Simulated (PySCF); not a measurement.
A failing input for FeIO

```python
from pyscf import gto, scf
from scipy.optimize import minimize

mol = gto.M(
    atom='Fe 0 0 -1.5095; O 0 0 -3.1822; I 0 0 1.0666',
    basis='sbkjc',
    ecp={'Fe': 'sbkjc', 'O': 'sbkjc', 'I': 'sbkjc'},
    charge=0,
    spin=89,
    verbose=4,
)
mf = scf.UHF(mol)
mf.level_shift = 0.3
mf.kernel()
g = mf.nuc_grad_method()
scan = g.as_scanner()
def energy_and_gradient(x):
    e, de = scan(mol.set_geom_(x.reshape(-1, 3), unit='bohr', inplace=False))
    print('step: E =', e, ' geometry (angstrom) =', (x*0.529177210903).round(5).tolist())
    return e, de.ravel()
res = minimize(energy_and_gradient, mol.atom_coords().ravel(), jac=True, method='BFGS', options={'gtol': 3e-4, 'maxiter': 30})
print(res.message)
mol_eq = mol.set_geom_(res.x.reshape(-1, 3), unit='bohr', inplace=False)
print('optimised geometry (angstrom)')
print(mol_eq.tostring('raw'))
print('orbital energies (hartree):', [e[max(0, n-3):n+3].round(4) for e, n in zip(mf.mo_energy, mol.nelec)])
```

```bash
$ OMP_NUM_THREADS=1 python input.py
```

The log, shortened:

```
AssertionError
```

Question: Which setting is at fault, why, and what does a mended input give?

Answer: The spin (2S) (89): it asks for more unpaired electrons than the system has. With this edit
```diff
-     spin=89,
+     spin=5,
```
the run finishes: E(SCF) = -149.216209 Eh, ⟨S²⟩ = 8.777.

The last line lists the levels of the start geometry. No search for the lowest solution was made, and open d or f shells often end in a higher one.
